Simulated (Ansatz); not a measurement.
Reaction (formal loss of a carbene): `CNBS` → `[CH2]` (triplet) + `NBS`

Gas-phase electronic energies from Ansatz, PBE0-D4/def2-TZVP geometries. CCSD(T)/CBS is the MP2 limit (def2-TZVPP, def2-QZVPP) plus CCSD(T) − MP2 in def2-TZVPP, frozen cores. This one scheme is used for every species. DFT in def2-TZVPP. B3LYP here is the variant with VWN-RPA as its local correlation; programs differ in this. Triplets are unrestricted, without spin–orbit coupling. Each species was taken in one conformer, which may not be the lowest.

`CNBS`:

Cartesian coordinates in Å:
```
C -0.408 1.495 0.201
N 0.199 0.215 0.482
B 0.132 -0.911 -0.328
S 0.960 -2.448 0.185
H -1.135 1.774 0.971
H 0.341 2.290 0.135
H -0.929 1.440 -0.754
H 0.706 0.181 1.353
H -0.469 -0.867 -1.360
H 0.604 -3.169 -0.886
```

`[CH2]` (triplet):

```xyz
3

C     0.070   -0.261   -0.055
H     0.837    0.267    0.491
H    -0.907   -0.006   -0.435
```

`NBS`:

Z-matrix (Å, degrees):
```
N
B 1 1.391
H 1 1.004 2 121.9
H 1 1.006 2 124.2 3 -180.0
S 2 1.816 1 120.0 3 180.0
H 2 1.194 1 119.9 3 -0.0
H 5 1.339 2 96.3 1 -180.0
```

```json
{"level": "LDA (SPW92)", "ΔE (kJ/mol)": "478.9", "difference from CCSD(T)/CBS": "75.7"}
{"level": "PBE-D4", "ΔE (kJ/mol)": "411.4", "difference from CCSD(T)/CBS": "8.2"}
{"level": "r2SCAN-D4", "ΔE (kJ/mol)": "380.3", "difference from CCSD(T)/CBS": "-22.9"}
{"level": "B97M-V", "ΔE (kJ/mol)": "402.4", "difference from CCSD(T)/CBS": "-0.8"}
{"level": "B3LYP-D4", "ΔE (kJ/mol)": "398.1", "difference from CCSD(T)/CBS": "-5.1"}
{"level": "r2SCANh-D4", "ΔE (kJ/mol)": "378.5", "difference from CCSD(T)/CBS": "-24.7"}
{"level": "r2SCAN0-D4", "ΔE (kJ/mol)": "376.1", "difference from CCSD(T)/CBS": "-27.1"}
{"level": "B2PLYP", "ΔE (kJ/mol)": "395.1", "difference from CCSD(T)/CBS": "-8.1"}
{"level": "BLYP", "ΔE (kJ/mol)": "386.9", "difference from CCSD(T)/CBS": "-16.3"}
{"level": "PBE0", "ΔE (kJ/mol)": "397.1", "difference from CCSD(T)/CBS": "-6.1"}
{"level": "B3LYP", "ΔE (kJ/mol)": "389.5", "difference from CCSD(T)/CBS": "-13.7"}
{"level": "LC-ωPBE", "ΔE (kJ/mol)": "392.5", "difference from CCSD(T)/CBS": "-10.7"}
{"level": "CCSD/def2-SVP", "ΔE (kJ/mol)": "384.9", "difference from CCSD(T)/CBS": "-18.3"}
{"level": "CCSD(T)/def2-SVP", "ΔE (kJ/mol)": "393.4", "difference from CCSD(T)/CBS": "-9.8"}
{"level": "CCSD(T)/def2-TZVPP", "ΔE (kJ/mol)": "393.1", "difference from CCSD(T)/CBS": "-10.1"}
{"level": "MP2/def2-QZVPP", "ΔE (kJ/mol)": "409.4", "difference from CCSD(T)/CBS": "6.2"}
{"level": "CCSD(T)/CBS", "ΔE (kJ/mol)": "403.2", "difference from CCSD(T)/CBS": "0"}
```

Largest T1 diagnostic among the species: 0.012.

From PBE to PBE0 (25 % exact exchange), in def2-TZVPP and without D4, ΔE moves by −8.8 kJ/mol. The D4 term adds +8.6 kJ/mol with B3LYP and +4.7 kJ/mol with PBE0; it sums over pairs of atoms, weighted by their polarisabilities, and B3LYP, whose exchange is more repulsive, gets the larger term.
